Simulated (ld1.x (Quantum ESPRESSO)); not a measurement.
# Before and after: TM potential for iodine

I (Z = 53), norm-conserving Troullier–Martins (Kleinman–Bylander form), made with ld1.x (Quantum ESPRESSO) 7.5 (PBEsol, scalar-relativistic). Core [Kr], reference 4d10 5s1.5 5p5.5. Waves: 5p (bound): rc 1.55 bohr; 4d (bound): rc 1.35 bohr; 5s (bound): rc 1.30 bohr. Local part: the s channel. Core correction: Bessel-smoothed model core, default radius (core density twice the valence density).

Change: all radii but the core radius scaled by about 1.30 (s 1.70, p 2.02, d 1.76 bohr).

Cutoffs: the cutoffs (Ry, on a coarse ladder) from which the occupation-weighted sum of valence levels, in a spherical-Bessel basis at the reference potential, stays within 10 and 1 mRy of its value at 400 Ry; they do not see the model core or the augmentation charge, which bear on the density cutoff. Errors are all-electron minus pseudo energies relative to the spin-unpolarised reference configuration.

Question: What does the change do?

Answer: The potential gets softer (140 Ry and 230 Ry → 90 Ry and 160 Ry); the bound ghost in p disappears; of the 7 tests that both files solve, the error grows in 2 and shrinks in 5 by more than 15 % and 0.3 meV (median size 2.1 → 1.1 meV). A larger radius leaves more room for a smooth pseudo-wave, so fewer plane waves are needed.

| quantity | base | changed |
| --- | --- | --- |
| cutoff, loose | 140 Ry | 90 Ry |
| cutoff, tight | 230 Ry | 160 Ry |
| loose cutoff by channel (10 mRy a level) | p 45 Ry, d 90 Ry, s 50 Ry | p 15 Ry, d 70 Ry, s 25 Ry |
| bound ghosts | p | none |
| error for 4d10 5s2 5p5, meV [ΔE -5.20 eV] | -1.1 | -0.4 |
| error for 4d10 5s2 5p4, meV [ΔE 5.95 eV] | -5.6 | -3.3 |
| error for 4d10 5s2 5p3, meV [ΔE 25.84 eV] | -8.2 | -2.2 |
| error for 4d10 5s2 5p5.3, meV [ΔE -6.98 eV] | 0.0 | +0.8 |
| error for 4d10 5s1 5p6, meV [ΔE 5.25 eV] | -2.1 | -1.1 |
| error for 4d10 5s1 5p5, meV [ΔE 16.96 eV] | -3.0 | 0.0 |
| error for 4d10 5s2 5p2, meV [ΔE 55.22 eV] | +0.3 | +5.7 |

 A true bound ghost makes a file unfit for plane-wave use even where its test errors are small: the radial tests pick states by their node count and pass the ghost by.
